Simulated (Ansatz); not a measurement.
C3H6F2Si can be A, `FC1(F)CC[SiH2]1`, or B, `C=CC[SiH](F)F`.

Gas-phase electronic energies from Ansatz, PBE0-D4/def2-TZVP geometries. CCSD(T)/CBS adds triple-zeta CCSD(T) − MP2 to the extrapolated MP2 energy (def2 sets, frozen cores). DFT in def2-TZVPP. B3LYP here is the variant with VWN-RPA as its local correlation; programs differ in this. One conformer a species, not always the lowest.

(1) Which is lower in electronic energy at CCSD(T)/CBS, and by how much? (Best estimate.)

(2) Give E(B) − E(A) in kcal/mol with HF/def2-TZVPP, CCSD/def2-TZVPP, B3LYP-D4, PBE-D4, B2PLYP, B3LYP, PBE0-D4. (Best estimate.)

Largest T1 diagnostic: 0.012.

## Answers

(1) The calculation gave: B, by 100.3 kcal/mol.

(2) The calculation gave: HF/def2-TZVPP -105.3, CCSD/def2-TZVPP -99.7, B3LYP-D4 -98.2, PBE-D4 -88.4, B2PLYP -100.3, B3LYP -98.7, PBE0-D4 -90.4. None reverses the order clearly.

From PBE to PBE0 (25 % exact exchange), in def2-TZVPP and without D4, E(B) − E(A) moves by −1.9 kcal/mol. In def2-TZVPP, CCSD(T) changes the Hartree–Fock value by +6.6 kcal/mol (the triples alone add +1.0 kcal/mol) and MP2 by +3.6 kcal/mol.
